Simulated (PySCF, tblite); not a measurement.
Species: C₈H₁₁FSi.
SMILES: `[C@H]1(F)/C([SiH2][C@H]1C#CC)=C\C`

Method used: PBE0/pcSseg-1 in PySCF (dipole) on a GFN2-xTB geometry, gas phase.

Take the most abundant isotopes and a rigid rotor. 

Give the principal moments of inertia and the rotational constants in GHz.

Ia = 283.57, Ib = 733.00, Ic = 894.44 u·Å²; 505379 MHz·u·Å²/I gives 1782, 689.5 and 565.0 MHz, that is A = 1.7822, B = 0.6895, C = 0.5650 GHz.

What kind of rotor is it?

An asymmetric top; Ray's κ = -0.796.

What does the inertial defect say?

Not planar: Δ = Ic − Ia − Ib = -122.13 u·Å². For a rigid frame Δ = −2 Σ m c², so Σ m c² = 61.06 u·Å² lies off the ab plane: 17.92 from hydrogen and 43.14 from heavier atoms. The atom farthest from that plane is 1.95 Å away.

Give the other two planar moments, Paa and Pbb, and the rms extents of the mass along the axes.

Paa = Σ m a² = (Ib + Ic − Ia)/2 = 671.93 and Pbb = Σ m b² = (Ia + Ic − Ib)/2 = 222.51 u·Å². With the mass M = 154.06 u, the rms extents √(P/M) along a, b and c are 2.09, 1.20, 0.63 Å.

Give the coordinates in the principal-axis frame, origin at the centre of mass.

The sense of each axis is arbitrary; atoms in the order of the calculation.
```
atom  mass (u)   a (Å)   b (Å)   c (Å)
  C1    12.000   3.991   0.816  -0.806
  C2    12.000   2.791   0.293  -0.189
  C3    12.000   1.809  -0.154   0.336
  C4    12.000   0.598  -0.659   0.927
 Si5    27.977  -0.382  -1.906  -0.181
  C6    12.000  -1.476  -0.373  -0.103
  C7    12.000  -2.583   0.067  -0.687
  C8    12.000  -3.213   1.403  -0.478
  C9    12.000  -0.581   0.350   0.883
 F10    18.998  -0.216   1.618   0.484
 H11     1.008   4.712   1.109  -0.043
 H12     1.008   4.443   0.060  -1.449
 H13     1.008   3.743   1.690  -1.409
 H14     1.008   0.812  -0.980   1.949
 H15     1.008   0.238  -2.242  -1.458
 H16     1.008  -0.882  -3.082   0.533
 H17     1.008  -3.098  -0.585  -1.383
 H18     1.008  -2.612   2.030   0.173
 H19     1.008  -4.205   1.280  -0.041
 H20     1.008  -3.336   1.908  -1.435
 H21     1.008  -1.054   0.474   1.866
```

Predict some low-J microwave lines.

The dipole components are |μa| = 1.09 D, |μb| = 1.01 D, |μc| = 0.27 D. Intensities carry the squares of the components, which stand as 1.00 : 0.85 : 0.06 (a : b : c). Some lines, for components of 0.1 D or more:

| type | branch | J(Ka,Kc) | MHz | lower level (cm⁻¹) |
| --- | --- | --- | --- | --- |
| a | Q | 2(1,1) ← 2(1,2) | 373 | 0.158 |
| c | Q | 2(1,2) ← 2(0,2) | 978 | 0.125 |
| c | Q | 1(1,1) ← 1(0,1) | 1093 | 0.042 |
| b | Q | 1(1,0) ← 1(0,1) | 1217 | 0.042 |
| a | R | 1(0,1) ← 0(0,0) | 1254 | 0.000 |
| b | R | 2(0,2) ← 1(1,1) | 1406 | 0.078 |
| b | R | 1(1,1) ← 0(0,0) | 2347 | 0.000 |
| a | R | 2(1,2) ← 1(1,1) | 2385 | 0.078 |
| a | R | 2(0,2) ← 1(0,1) | 2499 | 0.042 |
| c | Q | 2(2,1) ← 2(1,1) | 3278 | 0.170 |
| b | R | 2(1,2) ← 1(0,1) | 3477 | 0.042 |
| b | Q | 2(2,1) ← 2(1,2) | 3652 | 0.158 |
| c | R | 2(1,1) ← 1(0,1) | 3851 | 0.042 |
| b | R | 2(2,1) ← 1(1,0) | 5912 | 0.082 |
| c | R | 2(2,0) ← 1(1,0) | 5922 | 0.082 |
| c | R | 2(2,1) ← 1(1,1) | 6036 | 0.078 |
| b | R | 2(2,0) ← 1(1,1) | 6046 | 0.078 |

Estimate the classical rotational partition function at 25 K, 50 K and 500 K.

Point group C1, symmetry number σ = 1; q = (√π/σ)·√((kT/h)³/(ABC)), k/h = 20836.6 MHz/K: 25300 at 25 K, 71500 at 50 K, 2260000 at 500 K.

Its GFN2-xTB frequencies are all real (lowest 17 cm⁻¹). Zero-point vibration and centrifugal distortion are left out. A rigid rotor knows nothing of internal rotation, which can split or shift real lines.

On one thread of an Arm Neoverse V1, no GPU, shared host with 32 logical CPUs at a one-minute load of 27, this took 57 s wall and 1.1 GiB of memory at its peak. This is the PBE0/pcSseg-1 job that gave the dipole, with the shieldings it also computed.
